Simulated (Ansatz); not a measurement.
Stepwise reaction of `O[SiH](O)S` with hydrogen, as a gas-phase model of exchange steps in deposition or etching. ΔE in kJ/mol; ΔG adds harmonic PBE0-D4 terms to CCSD(T)/CBS, at 1 bar.

Program: Ansatz. Geometries: PBE0-D4/def2-TZVP. ΔE: electronic, gas phase. CBS: MP2 limit from def2 TZ/QZ plus the TZ coupled-cluster correction, frozen cores. This one scheme is used for every species. DFT in def2-TZVPP. B3LYP here is the variant with VWN-RPA as its local correlation; programs differ in this. Each species was taken in one conformer, which may not be the lowest.

```tsv
step	reaction	PBE-D4	B3LYP-D4	ωB97M-V	CCSD(T)/CBS	ΔG(400 K)
2	`O[SiH2]S` + H₂ → `[SiH3]S` + H₂O	76.9	82.1	82.4	79.4	76.8
```

Give the row of step 1, `O[SiH](O)S` + H₂ → `O[SiH2]S` + H₂O. (An estimate is asked.)

The calculation gave: 
```tsv
step	reaction	PBE-D4	B3LYP-D4	ωB97M-V	CCSD(T)/CBS	ΔG(400 K)
1	`O[SiH](O)S` + H₂ → `O[SiH2]S` + H₂O	83.5	89.5	90.6	87.3	89.7
```

By hand: ΔE of the 2 steps together at CCSD(T)/CBS.

(87.3) + (79.4) = 166.7 kJ/mol, or 83.3 kJ/mol a step.

In ΔE each step is lower than the one before. All are uphill at CCSD(T)/CBS. ΔG lies between 76.8 and 89.7 kJ/mol a step. PBE-D4 differs from CCSD(T)/CBS by -3.8 to -2.5 kJ/mol a step. Isolated molecules leave out the surface, adducts and barriers. Largest T1 diagnostic: 0.011.
